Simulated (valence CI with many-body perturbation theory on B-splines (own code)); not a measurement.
# Ho45+: one-electron terms

Method: configuration interaction combined with many-body perturbation theory (CI+MBPT): four valence electrons over a frozen Dirac-Fock core [Ar], radial functions for each j: 9 s, 9 p, 10 d, 8 f, 5 g, 3 h, 1 i, with the one-electron correlation potential Σ1 (screened to all orders), the two-electron term Σ2, the three-electron term Σ3, Breit, model QED; selected single and double excitations, second order for the rest (own B-spline code, finite nucleus).

The last digits are not significant, and no measured levels were compared; by estimate large intervals hold to a few tenths of a per cent, small ones and those within an open d or f shell to about a per cent. The list stops below the first excitations out of the core. Only levels of the ground parity were solved; by the run's estimate the other parity begins above the list, which can be wrong where configurations are misplaced.

These are the spectroscopic orbitals of the CI (the correlating ones are not listed), shaped by the core and the other valence electrons. h is the expectation value of the core's Dirac-Fock operator, without the valence repulsion; Σ1 is computed up to l = 3 at one energy for each symmetry, that of its lowest orbital but kept below the first core excitation, so for empty shells it is not the orbital's own correlation shift; Breit and QED include the response of the core.

```csv
Orbital,h (hartree),Σ1 (cm⁻¹),Breit (cm⁻¹),QED (cm⁻¹),⟨r⟩ (bohr)
4s1/2,-90.575,-8024,10584,8044,0.4225
5s1/2,-55.62,-3085,5115,3965,0.6870
6s1/2,-37.626,-1549,2805,2216,1.018
4p1/2,-87.905,-10765,16887,102,0.4165
5p1/2,-54.295,-3911,8340,59.5,0.6852
6p1/2,-36.878,-1925,4635,35.7,1.021
4p3/2,-84.951,-10048,10092,869,0.4323
5p3/2,-52.859,-3799,5021,442,0.7046
6p3/2,-36.072,-1898,3020,251,1.044
3d3/2,-151.77,-21805,21679,-1631,0.1885
4d3/2,-81.215,-10608,8102,-467,0.4088
5d3/2,-51.055,-4078,3947,-213,0.6905
3d5/2,-149.95,-20116,11384,-603,0.1920
4d5/2,-80.536,-10141,4268,-110,0.4130
5d5/2,-50.717,-3862,2056,-38.5,0.6957
4f5/2,-77.152,-26521,1144,-320,0.3684
5f5/2,-49.157,-10445,502,-151,0.6577
4f7/2,-76.908,-21690,-80.1,-172,0.3703
5f7/2,-49.025,-8537,7.8,-75.1,0.6600
5g7/2,-48.112,,97.1,-42.8,0.5911
5g9/2,-48.051,,-39.5,-5.9,0.5922
```

Among the shells of the start configuration 3d4, Σ1 is largest in size for 3d3/2, where it is 0.065 % of h.

Lowest root of each symmetry, sizes in configuration state functions:

```
J  Parity  Roots  Reference  Variational  Second order  Change by selected CI (cm⁻¹)  Change by second order (cm⁻¹)
0    even      5         19         7109         18270                        -12701                              0
1    even      4         43        17026         30727                        -10609                             -2
2    even      8         61        25170         45659                        -11965                             -6
3    even      6         57        24265         57924                        -12554                            -17
4    even      7         48        24879         90432                        -12279                            -21
5    even      2         29        22236         10719                        -11243                             -9
6    even      2         15        18953          7439                        -11574                             -6
```
